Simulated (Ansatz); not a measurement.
C$_{2}$H$_{7}$Cl$_{2}$NSi$_{2}$, SMILES `C=CN([SiH2]Cl)[SiH2]Cl` at its PBE0-D4/def2-TZVP geometry, where that method's forces vanish. Charge 0, multiplicity 1.

```xyz
14

C     0.5968    1.9488   -0.8967
C     0.7056    0.6226   -0.8670
N    -0.0458   -0.2601   -0.0746
Si    0.3020   -1.9545   -0.1814
Cl    1.5450   -2.5839    1.3282
Si   -1.1399    0.4635    1.0698
Cl   -1.9720   -1.0443    2.1778
H    -0.1084    2.5083   -0.2916
H     1.2339    2.5218   -1.5556
H     1.4335    0.1366   -1.5114
H     1.0248   -2.1498   -1.4566
H    -0.9306   -2.7571   -0.1019
H    -0.4134    1.3683    1.9863
H    -2.2317    1.1799    0.3747
```

Problem. What forces (eV/Å) does r2SCAN-D4/def2-TZVPP give on these atoms in Ansatz 0.2.0? (Best estimate.)

Solution. Ansatz gave: 
```
C1  -0.027  0.275 -0.002
C2   0.150 -0.070 -0.130
N3  -0.085 -0.092  0.064
Si4 -0.014 -0.099 -0.064
Cl5  0.044 -0.024  0.052
Si6 -0.053  0.071  0.044
Cl7 -0.030 -0.034  0.041
H8   0.019 -0.008 -0.018
H9  -0.011 -0.015  0.011
H10 -0.004 -0.005  0.006
H11 -0.028 -0.001  0.023
H12  0.024  0.016 -0.015
H13 -0.012 -0.009 -0.024
H14  0.026 -0.004  0.012
```
